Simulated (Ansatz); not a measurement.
Geometry optimisation, RKS r2SCAN-D4/def2-SVP in Ansatz 0.2.0.

The input (input.yaml):

```yaml
crystal:
  periodic: [false, false, false]
  atoms:
    - { symbol: F, position_ang: [-2.3088, 0.1948, -0.4257] }
    - { symbol: C, position_ang: [-1.5951, 0.1126, 0.6812] }
    - { symbol: C, position_ang: [-0.3341, -0.5851, 0.3709] }
    - { symbol: S, position_ang: [0.0165, -1.39516, -1.09183] }
    - { symbol: Si, position_ang: [0.97913, -0.74108, 1.7145] }
    - { symbol: S, position_ang: [0.94763, -2.75003, 2.53388] }
    - { symbol: H, position_ang: [-1.36, 1.124, 1.0658] }
    - { symbol: H, position_ang: [-2.1471, -0.4034, 1.4216] }
    - { symbol: H, position_ang: [0.64717, 0.13668, 2.84184] }
    - { symbol: H, position_ang: [2.3241, -0.49111, 1.21504] }
    - { symbol: H, position_ang: [1.28297, -3.3681, 1.37018] }
basis:
  gaussian: { orbitals: def2-SVP }
hamiltonian:
  xc: r2scan
  dispersion: d4
relax:
  f_tol: 0.015
  max_steps: 40
output:
  orbitals: {}
```

Run as:

```bash
$ ansatz run input.yaml --threads 2 --pin off --max-ram 3072MiB --backend cpu --events-out ev --progress --plain --runs-dir out
```

Q: Where does it end, and by what steps?

A: It converged. After 6 steps the energy has fallen by 0.341 eV; H11 moved furthest, 0.21 Å.

```json
{"step": "0", "energy less start (eV)": "0.0000", "largest force component (eV/Å)": "2.013", "accepted": "yes"}
{"step": "1", "energy less start (eV)": "-0.2717", "largest force component (eV/Å)": "1.241", "accepted": "yes"}
{"step": "2", "energy less start (eV)": "-0.3229", "largest force component (eV/Å)": "0.609", "accepted": "yes"}
{"step": "3", "energy less start (eV)": "-0.3188", "largest force component (eV/Å)": "0.471", "accepted": "no"}
{"step": "4", "energy less start (eV)": "-0.3400", "largest force component (eV/Å)": "0.121", "accepted": "yes"}
{"step": "5", "energy less start (eV)": "-0.3413", "largest force component (eV/Å)": "0.016", "accepted": "yes"}
{"step": "6", "energy less start (eV)": "-0.3415", "largest force component (eV/Å)": "0.014", "accepted": "yes"}
```

```xyz
11
Properties=species:S:1:pos:R:3
F -2.438 0.075 -0.409
C -1.567 0.083 0.637
C -0.270 -0.604 0.363
S 0.090 -1.313 -1.063
Si 1.013 -0.762 1.760
S 0.893 -2.760 2.530
H -1.357 1.132 0.936
H -2.038 -0.406 1.516
H 0.687 0.115 2.926
H 2.344 -0.417 1.193
H 1.096 -3.310 1.308
```

Time of the run: 30 s on 2 threads of Intel(R) Xeon(R) Platinum 8375C CPU @ 2.90GHz (Ice Lake), on a shared host, peak memory 0.21 GiB.
